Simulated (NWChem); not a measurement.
# Excited singlets of H$_{2}$Ge by symmetry

```xyz
3

Ge     0.0000     0.0000     0.0664
H     -1.1425     0.0000    -1.0616
H      1.1425     0.0000    -1.0616
```
Charge 0, spin multiplicity 1.

Everything below was run with NWChem. Structure: optimised with B3LYP/def2-SVP, a minimum by its harmonic frequencies.

Basis set: def2-SVPD. Symmetry labels belong to the abelian group C2v used in the runs, with the axes of the coordinates shown. Entries are the lowest vertical excitation energy of each symmetry in eV (for CIS and TDDFT among the lowest few roots); a state of one symmetry need not have the same character in every method. Symmetries that some method's roots don't reach, or where a double excitation leads the EOM-CCSD root, are left out.

The Hamiltonian is non-relativistic. The correlated methods keep 9 core orbitals frozen. B3LYP has NWChem's definition, with VWN1-RPA local correlation. The structure started from a generated list of species. Coupled-cluster values serve here as a point of comparison, not as the truth.

```json
[
 {"method": "CIS", "b2": "2.66", "a2": "4.92", "a1": "6.55", "b1": "7.28"},
 {"method": "TD-PBE", "b2": "2.39", "a2": "3.79", "a1": "5.97", "b1": "6.83"},
 {"method": "TD-B3LYP", "b2": "2.43", "a2": "3.98", "a1": "6.12", "b1": "6.93"},
 {"method": "TD-PBE0", "b2": "2.44", "a2": "4.08", "a1": "6.24", "b1": "6.99"},
 {"method": "EOM-CCSD", "b2": "2.53", "a2": "4.30", "a1": "6.46", "b1": "7.18"}
]
```
